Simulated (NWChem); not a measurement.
System: CHBrF2; SMILES FC(F)Br

The following NWChem deck was run.

```
start job
memory heap 200 mb stack 900 mb global 1100 mb
geometry units angstroms
  F     -0.146487     1.509083     1.079602
  C      0.377340     0.943523     0.000000
  F     -0.146487     1.509083    -1.079602
  Br    -0.019731    -0.956851     0.000000
  H      1.471976     1.055418     0.000000
end
basis spherical
  F library 3-21g
  C library 3-21g
  Br library 3-21g
  H library 3-21g
end
dft
  xc b3lyp
  iterations 150
end
driver
  maxiter 120
end
task dft optimize
task dft freq
```

Parts of the log:

```
             Northwest Computational Chemistry Package (NWChem) 7.3.0
             --------------------------------------------------------

 CS  symmetry detected

                             Geometry "geometry" -> ""
                             -------------------------

 Output coordinates in angstroms (scale by  1.889725989 to convert to a.u.)

  No.       Tag          Charge          X              Y              Z
 ---- ---------------- ---------- -------------- -------------- --------------
    1 F                    9.0000    -0.14326467    -1.50356840     1.07960200
    2 C                    6.0000     0.37677544    -0.93452436     0.00000000
    3 F                    9.0000    -0.14326467    -1.50356840    -1.07960200
    4 Br                  35.0000    -0.03297207     0.96315678     0.00000000
    5 H                    1.0000     1.47213397    -1.03910996     0.00000000

 Effective nuclear repulsion energy (a.u.)     258.9301016495

      Symmetry information
      --------------------

 Group name             Cs
 Group number              2
 Group order               2
 No. of unique centers     4

                                Z-matrix (autoz)
                                --------

 Units are Angstrom for bonds and degrees for angles

      Type          Name      I     J     K     L     M      Value
      ----------- --------  ----- ----- ----- ----- ----- ----------
    1 Stretch                  1     2                       1.32657
    2 Stretch                  2     3                       1.32657
    3 Stretch                  2     4                       1.94141
    4 Stretch                  2     5                       1.10034
    5 Bend                     1     2     3               108.94336
    6 Bend                     1     2     4               109.66729
    7 Bend                     1     2     5               110.45499
    8 Bend                     3     2     4               109.66729
    9 Bend                     3     2     5               110.45499
   10 Bend                     4     2     5               107.63837

                           NWChem Geometry Optimization
                           ----------------------------

 maximum gradient threshold         (gmax) =   0.000450
 rms gradient threshold             (grms) =   0.000300
 maximum cartesian step threshold   (xmax) =   0.001800
 rms cartesian step threshold       (xrms) =   0.001200
 fixed trust radius                (trust) =   0.300000
 source of zmatrix                         =   autoz

          -------------------
          Energy Minimization
          -------------------

 Using diagonal initial Hessian
 Scaling for Hessian diagonals: bonds = 1.00  angles = 0.25  torsions = 0.10

          --------
          Step   0

                                 NWChem DFT Module
                                 -----------------

 Summary of "ao basis" -> "ao basis" (spherical)
 ------------------------------------------------------------------------------
       Tag                 Description            Shells   Functions and Types
 ---------------- ------------------------------  ------  ---------------------
 F                           3-21g                   5        9   3s2p
 C                           3-21g                   5        9   3s2p
 Br                          3-21g                  10       22   5s4p1d
 H                           3-21g                   2        2   2s

      Symmetry analysis of basis
      --------------------------

        a'         34
        a"         17

            General Information
            -------------------
          SCF calculation type: DFT
          Wavefunction type:  closed shell.
          No. of atoms     :     5
          No. of electrons :    60
           Alpha electrons :    30
            Beta electrons :    30
          Charge           :     0
          Spin multiplicity:     1
          Use of symmetry is: on ; symmetry adaption is: on
          Maximum number of iterations: 150
          AO basis - number of functions:    51
                     number of shells:    27
          Convergence on energy requested:  1.00D-06
          Convergence on density requested:  1.00D-05
          Convergence on gradient requested:  5.00D-04

              XC Information
              --------------
                         B3LYP Method XC Potential
                     Hartree-Fock (Exact) Exchange  0.200
                        Slater Exchange Functional  0.800 local
                    Becke 1988 Exchange Functional  0.720 non-local
              Lee-Yang-Parr Correlation Functional  0.810
                  VWN I RPA Correlation Functional  0.190 local

[...]

      ----------------------
      Optimization converged
      ----------------------

  Step       Energy      Delta E   Gmax     Grms     Xrms     Xmax
  ---- ---------------- -------- -------- -------- -------- --------
@    5   -2798.86820661 -3.3D-07  0.00005  0.00002  0.00060  0.00147
                                     ok       ok       ok       ok

                                Z-matrix (autoz)
                                --------

 Units are Angstrom for bonds and degrees for angles

      Type          Name      I     J     K     L     M      Value     Gradient
      ----------- --------  ----- ----- ----- ----- ----- ---------- ----------
    1 Stretch                  1     2                       1.36875    0.00001
    2 Stretch                  2     3                       1.36875    0.00001
    3 Stretch                  2     4                       2.02367    0.00002
    4 Stretch                  2     5                       1.08631    0.00005
    5 Bend                     1     2     3               109.66561   -0.00000
    6 Bend                     1     2     4               109.21456    0.00000
    7 Bend                     1     2     5               111.33558   -0.00001
    8 Bend                     3     2     4               109.21456    0.00000
    9 Bend                     3     2     5               111.33558   -0.00001
   10 Bend                     4     2     5               105.97725    0.00002

                         Geometry "geometry" -> "geometry"
                         ---------------------------------

 Output coordinates in angstroms (scale by  1.889725989 to convert to a.u.)

  No.       Tag          Charge          X              Y              Z
 ---- ---------------- ---------- -------------- -------------- --------------
    1 F                    9.0000    -0.15043869    -1.52928644     1.11892122
    2 C                    6.0000     0.38891886    -0.95431337     0.00000000
    3 F                    9.0000    -0.15043869    -1.52928644    -1.11892122
    4 Br                  35.0000    -0.03122577     1.02526066     0.00000000
    5 H                    1.0000     1.47259229    -1.02998876     0.00000000

 Effective nuclear repulsion energy (a.u.)     250.1329651392

      Symmetry information
      --------------------

 Group name             Cs
 Group number              2
 Group order               2
 No. of unique centers     4

                Final and change from initial internal coordinates
                --------------------------------------------------

                                Z-matrix (autoz)
                                --------

 Units are Angstrom for bonds and degrees for angles

[...]

 Rotational Constants
 --------------------
 A=   0.321243 cm-1  (  0.462187 K)
 B=   0.089293 cm-1  (  0.128470 K)
 C=   0.072833 cm-1  (  0.104789 K)

 Temperature                      =   298.15K
 frequency scaling parameter      =   1.0000

 Zero-Point correction to Energy  =   14.168 kcal/mol  (  0.022578 au)
 Thermal correction to Energy     =   16.735 kcal/mol  (  0.026668 au)
 Thermal correction to Enthalpy   =   17.327 kcal/mol  (  0.027612 au)

 Total Entropy                    =   70.695 cal/mol-K
   - Translational                =   40.503 cal/mol-K (mol. weight = 130.9211)
   - Rotational                   =   26.137 cal/mol-K (symmetry #  =        1)
   - Vibrational                  =    4.055 cal/mol-K

 Cv (constant volume heat capacity) =   12.165 cal/mol-K
   - Translational                  =    2.979 cal/mol-K
   - Rotational                     =    2.979 cal/mol-K
   - Vibrational                    =    6.206 cal/mol-K

[normal modes left out]

 ----------------------------------------------------------------------------
 Normal Eigenvalue ||           Projected Infra Red Intensities
  Mode   [cm**-1]  || [atomic units] [(debye/angs)**2] [(KM/mol)] [arbitrary]
 ------ ---------- || -------------- ----------------- ---------- -----------
    1       -0.000 ||    0.001003           0.023         0.978       0.217
    2       -0.000 ||    0.000001           0.000         0.001       0.000
    3       -0.000 ||    0.000013           0.000         0.013       0.003
    4       -0.000 ||    0.000226           0.005         0.220       0.049
    5        0.000 ||    0.001323           0.031         1.290       0.286
    6        0.000 ||    0.000159           0.004         0.155       0.034
    7      285.773 ||    0.001767           0.041         1.723       0.382
    8      287.111 ||    0.001474           0.034         1.437       0.319
    9      540.418 ||    0.012072           0.279        11.769       2.612
   10      665.862 ||    0.121095           2.794       118.049      26.199
   11     1098.011 ||    0.233617           5.390       227.742      50.543
   12     1180.815 ||    0.149886           3.458       146.116      32.428
   13     1299.899 ||    0.108433           2.502       105.706      23.460
   14     1398.645 ||    0.030689           0.708        29.917       6.640
   15     3158.719 ||    0.031556           0.728        30.763       6.827
 ----------------------------------------------------------------------------
```

Level: B3LYP/3-21G. This build's default masses of Se (78.918 u) and Br (79.917 u) are each other's, which moves their modes by up to 0.6 %.
